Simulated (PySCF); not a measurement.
YCl₃, SMILES [Y]([Cl])([Cl])[Cl].

Geometry optimised at PBE-D3(BJ)/def2-SVP. The isomer is the one that the SMILES or the coordinates give; other isomers of the formula were not compared. The def2 effective core potentials stand for the cores of Y; spin–orbit coupling is left out.

Calculation: PBE-D3(BJ)/def2-SVP (PySCF).

Frequencies are harmonic and unscaled.

Modes within 1.5 cm⁻¹ of each other (mostly degenerate sets) share a row, with their intensities summed.

### Question
Give all harmonic wavenumbers and intensities. (Estimate from the structure and the level; the computed values follow.)

### Answer

| mode | ν (cm⁻¹) | IR (km/mol) | moving atoms (share of kinetic energy) |
|---|---|---|---|
| 1 | 34 | 38.0 | Y 54 %, Cl 46 % |
| 2–3 | 82 | 7.5 | Cl 86 %, Y 14 % |
| 4 | 327 | 0.0 | Cl 100 % |
| 5–6 | 388 | 210.9 | Cl 60 %, Y 40 % |
